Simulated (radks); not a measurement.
Task: Hf VI, configuration [Xe] 4f13. Method: scalar-relativistic Kohn-Sham, PBE, spin-unpolarised, spherical densities, finite nucleus; Fermi nuclear charge, rms radius 5.347 fm; computed with a radial shooting solver on a logarithmic mesh with Libxc functionals. Some entries of the table are withheld. Estimate them.

orbital  occ.  eigenvalue (hartree)  <r> (bohr)
1s          2             -2400.885     0.01899
2s          2             -412.6582         (1)
2p          6             -362.7126     0.07173
3s          2                   (2)      0.2087
3p          6             -81.01714      0.2085
3d         10             -63.32779         (3)
4s          2             -21.27944      0.4677
4p          6             -16.37281      0.4967
4d         10             -10.02524      0.5329
5s          2              -4.68200       1.101
5p          6              -3.44954       1.262
4f         13              -3.00648      0.6432

Result: 
(1) 2s <r> (bohr): 0.08039
(2) 3s eigenvalue (hartree): -95.94463
(3) 3d <r> (bohr): 0.1890
